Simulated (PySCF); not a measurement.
3,4-dimethylbenzenethiol, C₈H₁₀S.
Z-matrix (Å and degrees, PBE0-D3(BJ)/def2-SVP geometry), rows numbered from 1:
```
C 
C   1  1.4997
C   2  1.3961  1  120.82
C   3  1.3922  2  122.01  1   179.94
C   4  1.3960  3  119.66  2    -0.01
S   5  1.7673  4  123.43  3  -179.99
C   5  1.3996  4  118.86  3     0.01
C   7  1.3951  5  121.61  4     0.02
C   8  1.5002  2  120.43  1     0.18
H   1  1.1024  2  111.71  3   121.65
H   1  1.0987  2  111.25  3     1.19
H   1  1.1027  2  111.65  3  -119.17
H   3  1.0937  2  119.08  1    -0.07
H   4  1.0926  3  119.81  2   180.00
H   6  1.3486  5   96.62  4     0.13
H   7  1.0937  5  119.43  4  -180.00
H   9  1.1021  8  111.49  2   -58.46
H   9  1.0985  8  111.45  2  -179.09
H   9  1.1024  8  111.36  2    60.42
```

Linear response at B3LYP/def2-SVPD (PySCF, frozen core in the response, non-relativistic). Geometry: PBE0-D3(BJ)/def2-SVP, one conformer, isolated molecule.

Static isotropic polarisability: 119.80 au (17.75 Å³), principal values 74.7, 119.6, 165.0 au.

(1) What is the polarisability at 1064 nm and at the sodium D line?

(2) What is the isotropic C6 coefficient between two such molecules, C6 = (3/π)∫α(iω)² dω?

(3) Which effective excitation energy ω̄ makes London's formula C6 = (3/4)α²ω̄ exact here?

(4) How many electrons N does the Slater–Kirkwood formula C6 = (3/4)·√N·α^(3/2) need to give this C6?

(5) What does −C6/R⁶ come to at R = 12 Å between centres?

(6) The lowest 6 singlets have (eV, f): 4.65, 0.013; 4.80, 0.002; 5.11, 0.266; 5.53, 0.013; 5.68, 0.000; 6.02, 0.104. What share of the static polarisability do they carry in the sum over states α = Σ f/ω²?

## Answers

(1) 121.51 au at 1064 nm (+1.4 %), 125.80 au at 589.3 nm (+5.0 %). The rise at 589.3 nm is 3.51 times that at 1064 nm; a pure ω² law gives 3.26. The lowest singlet lies at 267 nm, shorter than both wavelengths.

(2) 5072 au (Eh·bohr⁶) by a ten-point quadrature over imaginary frequencies, which is 3030 eV·Å⁶ or 292 J·nm⁶/mol.

(3) ω̄ = 4·C6/(3α²) = 0.471 Eh = 12.8 eV. A one-pole form α(ω) = α/(1 − ω²/ω̄²) fitted to the 1064 nm value gives 9.8 eV. London's choice of the ionisation energy (7.80 eV, ΔSCF at the same level) gives C6 = 3080 au, 39 % too low.

(4) N = (4·C6/3)²/α³ = 26.6; the species has 74 electrons in all.

(5) -98 J/mol. This is the leading, orientation-averaged term; C8 and higher terms are left out.

(6) 10.49 au, 8.8 % of α; the largest term, 7.53 au, is that of the state at 5.11 eV. Their oscillator strengths add up to 0.40. Higher states carry the rest.
